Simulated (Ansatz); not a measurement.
Geometry optimisation, RKS PBE0-D4/def2-TZVP in Ansatz 0.2.0.

Input file:

```yaml
crystal:
  periodic: [false, false, false]
  atoms:
    - { symbol: Ge, position_ang: [-0.093622, -1.0e-06, -1.041915] }
    - { symbol: H, position_ang: [1.20912, -7.0e-06, 1.377033] }
    - { symbol: H, position_ang: [1.787254, 7.0e-06, 0.959644] }
    - { symbol: H, position_ang: [-0.813424, 1.137934, -0.196032] }
    - { symbol: H, position_ang: [-0.813427, -1.137933, -0.19603] }
basis:
  gaussian: { orbitals: def2-TZVP }
hamiltonian:
  xc: pbe0
  dispersion: d4
relax:
  f_tol: 0.03
  max_steps: 50
```

Command:

```bash
$ ansatz run input.yaml --threads 1 --pin off --max-ram 2048MiB --backend cpu --events-out ev --progress --plain --runs-dir out
```

Question: Where does it end, and by what steps?

Answer: It converged. After 6 steps the energy has fallen by 0.242 eV; H2 moved furthest, 0.45 Å.

| step | energy less start (eV) | largest force component (eV/Å) | accepted |
| --- | --- | --- | --- |
| 0 | 0.0000 | 1.342 | yes |
| 1 | -0.1207 | 0.431 | yes |
| 2 | -0.2265 | 0.315 | yes |
| 3 | -0.0954 | 1.598 | no |
| 4 | -0.2334 | 0.171 | yes |
| 5 | -0.2418 | 0.073 | yes |
| 6 | -0.2423 | 0.017 | yes |

```xyz
5
Properties=species:S:1:pos:R:3
Ge 0.179 0.000 -0.791
H 0.845 0.000 1.113
H 1.485 0.000 0.650
H -0.616 1.146 -0.034
H -0.616 -1.146 -0.034
```

Whether the end is a true minimum wasn't checked by a vibrational analysis.

The run took 9.4 s on 1 thread of Arm Neoverse V1, on a shared host, peak memory 0.12 GiB.
